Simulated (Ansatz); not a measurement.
Reaction R1 → P1 + P2, each structure at its B3LYP-D3(BJ)/def2-TZVP stationary point, reached from a drawn start (curvature not checked).
R1, CHCl3 (SMILES ClC(Cl)Cl) (charge 0, multiplicity 1):
```xyz
5

C     -0.005    -0.003     0.107
Cl    -0.650     1.567    -0.415
Cl     1.698    -0.185    -0.361
Cl    -0.989    -1.342    -0.519
H     -0.054    -0.036     1.187
```
P1: CHCl2 (SMILES Cl[CH]Cl), charge 0, multiplicity 2.
P2: Cl atom, charge 0, multiplicity 2.

Quantity: the reaction energy.

P less R. No zero-point or thermal terms; singlets are restricted closed shells; open shells are unrestricted; no spin–orbit coupling.

Frozen-core correlation throughout. CBS(a, b) extrapolates the correlation energy as X⁻³ and adds the Hartree–Fock energy of set b.

Run with Ansatz (a quantum-chemistry and plane-wave program). Each number belongs to the level named beside it.

Costs are ratios of core time to PBE/def2-TZVPP (roughly 6 s), for whole runs (searches for the state included, and forces where a run took them) on one shared machine, so rough; each difference counts from 76.99 kcal/mol (CCSD(T)/CBS(cc-pV(T+d)Z, cc-pV(Q+d)Z), a level with limits of its own).

A star marks coupled-cluster runs past 200 virtual orbitals, where the program's memory plan changes under this machine's limit, so their costs aren't comparable with smaller runs.

```tsv
level	basis functions	cost	difference (kcal/mol)
SVWN5/def2-TZVPP	171	×0.7	15.17
PBE/def2-TZVPP	171	×1	-1.24
BLYP/def2-TZVPP	171	×1	-8.57
B3LYP/def2-TZVPP	171	×1	-8.48
PBE0/def2-TZVPP	171	×1	-4.04
BHLYP/def2-TZVPP	171	×1	-12.17
r2SCAN/def2-TZVPP	171	×2	-5.02
CAM-B3LYP/def2-TZVPP	171	×2	-7.28
CCSD(T)/cc-pV(D+d)Z	88	×2	-9.15
wB97M-V/def2-TZVPP	171	×3	0.08
CCSD(T)/cc-pV(T+d)Z	161	×8	-4.14
CCSD(T)/cc-pV(Q+d)Z	277	×50*	-1.77
```

The cheapest listed level whose difference stays within 1.00 kcal/mol: wB97M-V/def2-TZVPP (0.08 kcal/mol, cost ×3).

With a budget of 30 times the cost of PBE/def2-TZVPP, the closest level: wB97M-V/def2-TZVPP, at 0.08 kcal/mol; next is PBE/def2-TZVPP at -1.24 kcal/mol.

What the step from CCSD(T)/cc-pV(D+d)Z to CCSD(T)/cc-pV(T+d)Z costs and buys: 88 to 161 functions, cost ×4 (rough); the difference goes from -9.15 to -4.14 kcal/mol.
